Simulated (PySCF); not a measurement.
Ligand exchange on a metal centre used in film growth or etching (Zn OH-H). All species are isolated molecules in the gas phase. One relaxed conformer stands for each flexible species; it need not be the lowest.

The LUMO from two functionals at the same geometries (PBE-D3(BJ)/def2-SVP), both in PySCF: PBE-D3(BJ)/def2-TZVP and TPSSh-D3(BJ)/def2-TZVP. 

```csv
species,TPSSh-D3(BJ)/def2-TZVP (eV)
0 of 2 OH replaced by H ([Zn(OH)2]),-1.51
1 of 2 OH replaced by H ([Zn(OH)(H)]),-0.80
2 of 2 OH replaced by H ([Zn(H)2]),-0.94
```

Problem. What does PBE-D3(BJ)/def2-TZVP give for each?

Solution. 
- 0 of 2 OH replaced by H ([Zn(OH)2]): -2.05
- 1 of 2 OH replaced by H ([Zn(OH)(H)]): -1.27
- 2 of 2 OH replaced by H ([Zn(H)2]): -1.40
Over these rows, drawn at random from the members with no instability flagged (it was tested for open shells, ions and some series alone), PBE minus TPSSh-D3(BJ): mean -0.49 eV, from -0.54 eV to -0.46 eV.
